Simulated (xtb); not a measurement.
Cl₄Ge, triplet, from a rough starting geometry (a higher spin typed on purpose: for a closed-shell molecule this is an excited state); xtb with GFN2-xTB.

Input for xtb:
```
$ xtb mol.xyz --gfn 2 --uhf 2 --opt vtight --json

# file mol.xyz
5

Cl    -0.94286294    -1.50304848    -1.19304458
Ge     0.05628909     0.07767388     0.00721307
Cl     2.06783681    -0.43313370     0.11038150
Cl    -0.30530192     1.83935102    -0.96180112
Cl    -0.87599948     0.01039052     1.92456806
```

The log (banner, timings and long lists left out):

```
   ID    Z sym.   atoms
    1   17 Cl     1, 3-5
    2   32 Ge     2

           -------------------------------------------------
          |                Calculation Setup                |
           -------------------------------------------------

           -------------------------------------------------
          |                 G F N 2 - x T B                 |
           -------------------------------------------------

          ...................................................
          :                      SETUP                      :
          :.................................................:
          :  # basis functions                  50          :
          :  # atomic orbitals                  45          :
          :  # shells                           15          :
          :  # electrons                        32          :
          :  max. iterations                   250          :
          :  Hamiltonian                  GFN2-xTB          :
          :  restarted?                      false          :
          :  GBSA solvation                  false          :
          :  PC potential                    false          :
          :  electronic temp.          300.0000000     K    :
          :  accuracy                    1.0000000          :
          :  -> integral cutoff          0.2500000E+02      :
          :  -> integral neglect         0.1000000E-07      :
          :  -> SCF convergence          0.1000000E-05 Eh   :
          :  -> wf. convergence          0.1000000E-03 e    :
          :  Broyden damping             0.4000000          :
          :  net charge                          0          :
          :  unpaired electrons                  2          :
          ...................................................

 iter      E             dE          RMSdq      gap      omega  full diag
   1    -19.5259164 -0.195259E+02  0.839E+00    2.08       0.0  T
   2    -19.3545466  0.171370E+00  0.950E+00    3.13       1.0  T
   3    -20.1101717 -0.755625E+00  0.494E+00    3.34       1.0  T
   4    -20.1100029  0.168781E-03  0.448E+00    3.26       1.0  T
   5    -20.1104496 -0.446658E-03  0.379E+00    3.46       1.0  T
   6    -20.1261653 -0.157157E-01  0.287E+00    3.44       1.0  T
   7    -20.1375168 -0.113515E-01  0.235E+00    3.49       1.0  T
   8    -20.1321822  0.533463E-02  0.234E+00    3.50       1.0  T
   9    -20.1376013 -0.541911E-02  0.184E+00    3.50       1.0  T
  10    -20.1386845 -0.108322E-02  0.142E+00    3.51       1.0  T
  11    -20.1434838 -0.479934E-02  0.492E-01    3.52       1.0  T
  12    -20.1437109 -0.227124E-03  0.359E-01    3.52       1.0  T
  13    -20.1437995 -0.885679E-04  0.291E-01    3.53       1.0  T
  14    -20.1439859 -0.186385E-03  0.130E-01    3.53       1.0  T
  15    -20.1438869  0.989624E-04  0.196E-01    3.53       1.0  T
  16    -20.1439479 -0.609343E-04  0.136E-01    3.53       1.0  T
  17    -20.1440048 -0.568983E-04  0.210E-02    3.53       2.1  T
  18    -20.1440038  0.938079E-06  0.241E-02    3.53       1.9  T
  19    -20.1440053 -0.143107E-05  0.942E-03    3.53       4.7  T
  20    -20.1440053 -0.778712E-07  0.975E-03    3.53       4.6  T
  21    -20.1440055 -0.156245E-06  0.463E-03    3.53       9.7  T
  22    -20.1440055 -0.602997E-08  0.172E-03    3.53      26.0  T
  23    -20.1440055 -0.257818E-08  0.116E-03    3.53      38.4  T
  24    -20.1440055 -0.365462E-08  0.438E-04    3.53     102.2  T
  25    -20.1440055  0.716973E-10  0.361E-04    3.53     123.9  T

   *** convergence criteria satisfied after 25 iterations ***

 transition dipole moment (au) for excitation:          16          17
     X       Y       Z
   0.0272  -0.0279  -0.0955  total (au/Debye):    0.103   0.262
 dE (eV)             :    5.178
 oscillator strength :  0.19091E-02

         :::::::::::::::::::::::::::::::::::::::::::::::::::::
         ::                     SUMMARY                     ::
[...]
 * total energy  :   -20.2138368 Eh     change       -0.3803991E-03 Eh
 * total energy  :   -20.2143655 Eh     change       -0.5286759E-03 Eh
 * total energy  :   -20.2146799 Eh     change       -0.3143654E-03 Eh
 * total energy  :   -20.2148561 Eh     change       -0.1762179E-03 Eh
 * total energy  :   -20.2149417 Eh     change       -0.8556569E-04 Eh
 * total energy  :   -20.2149976 Eh     change       -0.5595267E-04 Eh
 * total energy  :   -20.2150256 Eh     change       -0.2803952E-04 Eh
 * total energy  :   -20.2150314 Eh     change       -0.5728477E-05 Eh
 * total energy  :   -20.2150328 Eh     change       -0.1390680E-05 Eh
 * total energy  :   -20.2150335 Eh     change       -0.7523610E-06 Eh
 * total energy  :   -20.2150341 Eh     change       -0.5636052E-06 Eh
 * total energy  :   -20.2150342 Eh     change       -0.9156597E-07 Eh
   *** GEOMETRY OPTIMIZATION CONVERGED AFTER 24 ITERATIONS ***
         :: total energy             -20.215034175000 Eh    ::
[...]
         8        2.0000           -0.4815736             -13.1043
         9        2.0000           -0.4709295             -12.8146
        10        2.0000           -0.4661640             -12.6850
        11        2.0000           -0.4643650             -12.6360
        12        1.9769           -0.4561983             -12.4138
        13        1.9240           -0.4550121             -12.3815
        14        1.8641           -0.4543959             -12.3647
        15        1.6814           -0.4533612             -12.3366
        16        1.5535           -0.4528430             -12.3225
        17        1.0000           -0.4009951             -10.9116 (HOMO)
        18                         -0.1904348              -5.1820 (LUMO)
        19                         -0.1569940              -4.2720
        20                         -0.1264524              -3.4409
        21                         -0.0114128              -0.3106
        22                         -0.0112647              -0.3065
        23                         -0.0097886              -0.2664
        24                         -0.0096983              -0.2639
        25                         -0.0087513              -0.2381
        26                         -0.0086431              -0.2352
        27                         -0.0085725              -0.2333
        28                         -0.0085168              -0.2318
       ...                                ...                  ...
        45                          1.3214630              35.9588
      -------------------------------------------------------------
                  HL-Gap            0.2105602 Eh            5.7296 eV
             Fermi-level           -0.3741769 Eh          -10.1819 eV

     #   Z          covCN         q      C6AA      α(0)
     1  17 Cl       0.729    -0.095   101.852    15.437
     2  32 Ge       3.063     0.385   205.805    27.742
     3  17 Cl       0.805    -0.097   102.068    15.455
     4  17 Cl       0.805    -0.097   102.069    15.455
     5  17 Cl       0.729    -0.095   101.852    15.437

 Mol. C6AA /au·bohr⁶  :       2969.788508
 Mol. C8AA /au·bohr⁸  :     157233.419639
 Mol. α(0) /au        :         89.524913

Wiberg/Mayer (AO) data.
largest (>0.10) Wiberg bond orders for each atom

 ---------------------------------------------------------------------------
     #   Z sym  total        # sym  WBO       # sym  WBO       # sym  WBO
 ---------------------------------------------------------------------------
     1  17 Cl   0.978 --     2 Ge   0.677     5 Cl   0.111
     2  32 Ge   3.275 --     3 Cl   0.960     4 Cl   0.960     5 Cl   0.677
                             1 Cl   0.677
     3  17 Cl   1.201 --     2 Ge   0.960
     4  17 Cl   1.201 --     2 Ge   0.960
     5  17 Cl   0.978 --     2 Ge   0.677     1 Cl   0.111
 ---------------------------------------------------------------------------

Topologies differ in total number of bonds
Writing topology from bond orders to xtbtopo.mol

molecular dipole:
                 x           y           z       tot (Debye)
 q only:       -0.305      -0.251       0.132
   full:       -0.243      -0.200       0.105       0.842
molecular quadrupole (traceless):
                xx          xy          yy          xz          yz          zz
 q only:        1.395       0.854       0.481      -0.513      -1.538      -1.876
  q+dip:        1.433       0.978       0.480      -0.580      -1.575      -1.912
   full:        1.785       1.123       0.613      -0.686      -1.973      -2.398

optimized geometry written to: xtbopt.xyz

           -------------------------------------------------
          | TOTAL ENERGY              -20.215034175000 Eh   |
          | GRADIENT NORM               0.000027965793 Eh/α |
          | HOMO-LUMO GAP               5.729635971031 eV   |
           -------------------------------------------------

normal termination of xtb
```
